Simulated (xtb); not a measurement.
As (SMILES [As]), quartet; GFN2-xTB (xtb 6.7.1).

xtb was given this input:
```
$ xtb mol.xyz --gfn 2 --uhf 3 --etemp 5000 --json

# file mol.xyz
1

As     0.00000000     0.00000000     0.00000000
```

It wrote (shortened):

```
   ID    Z sym.   atoms
    1   33 As     1

           -------------------------------------------------
          |                Calculation Setup                |
           -------------------------------------------------

           -------------------------------------------------
          |                 G F N 2 - x T B                 |
           -------------------------------------------------

          ...................................................
          :                      SETUP                      :
          :.................................................:
          :  # basis functions                  10          :
          :  # atomic orbitals                   9          :
          :  # shells                            3          :
          :  # electrons                         5          :
          :  max. iterations                   250          :
          :  Hamiltonian                  GFN2-xTB          :
          :  restarted?                      false          :
          :  GBSA solvation                  false          :
          :  PC potential                    false          :
          :  electronic temp.         5000.0000000     K    :
          :  accuracy                    1.0000000          :
          :  -> integral cutoff          0.2500000E+02      :
          :  -> integral neglect         0.1000000E-07      :
          :  -> SCF convergence          0.1000000E-05 Eh   :
          :  -> wf. convergence          0.1000000E-03 e    :
          :  Broyden damping             0.4000000          :
          :  net charge                          0          :
          :  unpaired electrons                  3          :
          ...................................................

 iter      E             dE          RMSdq      gap      omega  full diag
   1     -2.2358077 -0.223581E+01  0.707E+00    9.03       9.0  T
   2     -2.2358078 -0.130832E-06  0.565E+00    9.05       9.0  T
   3     -2.2358081 -0.314938E-06  0.435E+00    9.09       9.1  T
   4     -2.2358085 -0.360427E-06  0.320E+00    9.15       9.1  T
   5     -2.2358088 -0.298575E-06  0.223E+00    9.21       9.2  T
   6     -2.2358090 -0.195009E-06  0.145E+00    9.27       9.3  T
   7     -2.2358091 -0.102734E-06  0.866E-01    9.32       9.3  T
   8     -2.2358091 -0.434084E-07  0.466E-01    9.36       9.4  T
   9     -2.2358091 -0.142998E-07  0.218E-01    9.39       9.4  T
  10     -2.2358091 -0.347839E-08  0.847E-02    9.40       9.4  T
  11     -2.2358091 -0.569397E-09  0.251E-02    9.41       9.4  T
  12     -2.2358091 -0.532125E-10  0.481E-03    9.41       9.4  T
  13     -2.2358091 -0.201394E-11  0.336E-04    9.41       9.4  T
  14     -2.2358091 -0.976996E-14  0.156E-07    9.41       9.4  T

   *** convergence criteria satisfied after 14 iterations ***

         :::::::::::::::::::::::::::::::::::::::::::::::::::::
         ::                     SUMMARY                     ::
         :::::::::::::::::::::::::::::::::::::::::::::::::::::
         :: total energy              -2.235809125112 Eh    ::
         :: gradient norm              0.000000000000 Eh/a0 ::
         :: HOMO-LUMO gap              9.410194120166 eV    ::
         ::.................................................::
         :: SCC energy                -2.235809125112 Eh    ::
         :: -> isotropic ES           -0.002299246912 Eh    ::
         :: -> anisotropic ES          0.000000000000 Eh    ::
         :: -> anisotropic XC          0.000000000000 Eh    ::
         :: -> dispersion              0.000000000000 Eh    ::
         :: repulsion energy           0.000000000000 Eh    ::
         :: add. restraining           0.000000000000 Eh    ::
         :: total charge              -0.000000000007 e     ::
         :::::::::::::::::::::::::::::::::::::::::::::::::::::

           -------------------------------------------------
          |                Property Printout                |
           -------------------------------------------------

    * Orbital Energies and Occupations

         #    Occupation            Energy/Eh            Energy/eV
      -------------------------------------------------------------
         1        1.9997           -0.5724620             -15.5775
         2        1.0001           -0.2973557              -8.0915
         3        1.0001           -0.2973557              -8.0915
         4        1.0001           -0.2973557              -8.0915 (HOMO)
         5        0.0000            0.0484626               1.3187 (LUMO)
         6        0.0000            0.0484626               1.3187
         7        0.0000            0.0484626               1.3187
         8        0.0000            0.0484626               1.3187
         9        0.0000            0.0484626               1.3187
      -------------------------------------------------------------
                  HL-Gap            0.3458183 Eh            9.4102 eV
             Fermi-level           -0.2860495 Eh           -7.7838 eV

     #   Z          covCN         q      C6AA      α(0)
     1  33 As       0.000    -0.000   264.704    30.961

 Mol. C6AA /au·bohr⁶  :        264.703639
 Mol. C8AA /au·bohr⁸  :      20388.141748
 Mol. α(0) /au        :         30.961011

Wiberg/Mayer (AO) data.
largest (>0.10) Wiberg bond orders for each atom

 ---------------------------------------------------------------------------
     #   Z sym  total        # sym  WBO       # sym  WBO       # sym  WBO
 ---------------------------------------------------------------------------
     1  33 As   0.000
 ---------------------------------------------------------------------------

molecular dipole:
                 x           y           z       tot (Debye)
 q only:        0.000       0.000       0.000
   full:        0.000       0.000      -0.000       0.000
molecular quadrupole (traceless):
                xx          xy          yy          xz          yz          zz
 q only:        0.000       0.000       0.000       0.000       0.000       0.000
  q+dip:        0.000       0.000       0.000       0.000       0.000       0.000
   full:       -0.000       0.000       0.000      -0.000      -0.000      -0.000

           -------------------------------------------------
          | TOTAL ENERGY               -2.235809125112 Eh   |
          | GRADIENT NORM               0.000000000000 Eh/α |
          | HOMO-LUMO GAP               9.410194120166 eV   |
           -------------------------------------------------

normal termination of xtb
```
